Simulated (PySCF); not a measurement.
**Dipole moment and polarisability of `C[C@@H](F)[C@H](C)C(F)(F)F`**

C5H8F4.
Structure used (GFN2-xTB), in Å, numbered top down from 1:
```xyz
17
C5H8F4 angstrom
C      1.879    0.756   -0.478
C      0.862   -0.373   -0.491
F      1.511   -1.541   -0.133
C     -0.313   -0.197    0.489
C     -1.237   -1.417    0.447
C     -1.118    1.051    0.155
F     -1.451    1.117   -1.144
F     -0.470    2.193    0.437
F     -2.267    1.107    0.844
H      2.749    0.451   -1.055
H      2.195    0.973    0.540
H      1.464    1.655   -0.923
H      0.480   -0.548   -1.505
H      0.084   -0.064    1.501
H     -0.659   -2.313    0.652
H     -2.023   -1.327    1.191
H     -1.693   -1.511   -0.537
```

Level: PBE0/def2-SVPD (PySCF), static field, nuclei fixed, core orbitals frozen in the response. The polarisability tensor in these axes (au):

```
x   68.10  2.14 -3.02
y    2.14 65.27 -0.89
z   -3.02 -0.89 58.41
```

**Question.** What are the eigenvalues, a third of the trace, and Δα (Δα² = ½Σ(αi − αj)² over the three pairs)?

**Answer.** Principal values 57.53, 64.17 and 70.07 au; mean 63.93 au = 9.47 Å³ = 10.54 × 10⁻⁴⁰ C²·m²/J; Δα = 10.86 au (17 % of the mean).

**Question.** What is the dipole moment, and where does it point?

**Answer.** (0.48, -0.45, 0.05) D, 0.66 D in size, pointing from the negative to the positive side. Measured along this direction, the outermost atoms are F9 at the negative end and F3 at the positive end.

**Question.** In TDDFT the mean static polarisability is Σ f/ω² over all singlet excitations (ω in hartree). How much of it do the 6 lowest give? Their energies (eV) and oscillator strengths: 9.22, 0.0014; 9.36, 0.0016; 9.63, 0.0522; 9.71, 0.0092; 9.75, 0.0358; 9.90, 0.0927.

**Answer.** They add up to 1.49 au, 2.3 % of the 63.93 au; the largest single term is 0.70 au, from the state at 9.90 eV. Terms in order: 0.01, 0.01, 0.42, 0.07, 0.28, 0.70 au. Higher excitations give the rest. The strengths listed sum to 0.193.

**Question.** How large is μ²/3kT at 500 K beside α?

**Answer.** In Gaussian units μ²/3kT = 2.09 Å³ against 9.47 Å³, a ratio of 0.22; the Debye molar polarisation (4π/3)N_A(α + μ²/3kT) is 29.2 cm³/mol, leaving out the vibrational part.

**Question.** Estimate the molar refractivity from the static electronic polarisability.

**Answer.** Lorentz–Lorenz: R = (4π/3)N_A α = 2.5225 cm³/(mol·Å³) × 9.47 Å³ = 23.9 cm³/mol, in the limit of long wavelengths.

Isolated species at its GFN2-xTB geometry (one conformer only).
